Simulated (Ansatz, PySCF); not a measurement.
Ga(Me)2(Cl) cation (C₂H₆ClGa), SMILES [Cl][Ga]([CH3])[CH3] (connectivity only; charge and spin as stated), charge +1, multiplicity 2. Atoms are numbered in the order given.

```xyz
10

Ga    -0.1351     0.2164    -0.1610
C     -1.9254    -0.9884    -0.4868
H     -1.4504    -1.8433    -0.9875
H     -2.5788    -0.3538    -1.0943
H     -2.2069    -1.1348     0.5652
C     -0.3807     1.9610    -1.0467
H     -0.5266     1.7764    -2.1198
H      0.5555     2.5027    -0.8381
H     -1.2552     2.4478    -0.5934
Cl     1.2144    -0.9107     0.9836
```
Charge +1, spin multiplicity 2.

Coordinates come from a TPSSh-D3(BJ)/def2-SVP optimisation. The spin state was assumed, not searched. The isomer is the one that the SMILES or the coordinates give; other isomers of the formula were not compared.

Two levels are set side by side: PBE-D3(BJ)/def2-SVP (Ansatz, a first-principles code) and TPSSh-D3(BJ)/def2-SVP (PySCF). Each level has its own optimised geometry; the coordinates shown are those of the second. Differences are taken from unrounded values.

| quantity | TPSSh-D3(BJ) | PBE-D3(BJ) | PBE-D3(BJ) minus TPSSh-D3(BJ) |
|---|---|---|---|
| mean bond length (Å) | 1.427 | 1.427 | 0.000 |
| bond Ga1–C2 (Å) | 2.182 | 2.051 | -0.131 |
| bond Ga1–C6 (Å) | 1.972 | 2.034 | 0.062 |
| bond Ga1–Cl10 (Å) | 2.098 | 2.117 | 0.019 |
| bond C2–H3 (Å) | 1.099 | 1.109 | 0.010 |
| bond C2–H4 (Å) | 1.095 | 1.103 | 0.008 |
| bond C2–H5 (Å) | 1.099 | 1.109 | 0.010 |
| bond C6–H7 (Å) | 1.099 | 1.106 | 0.008 |
| bond C6–H8 (Å) | 1.101 | 1.108 | 0.007 |
| bond C6–H9 (Å) | 1.099 | 1.106 | 0.008 |
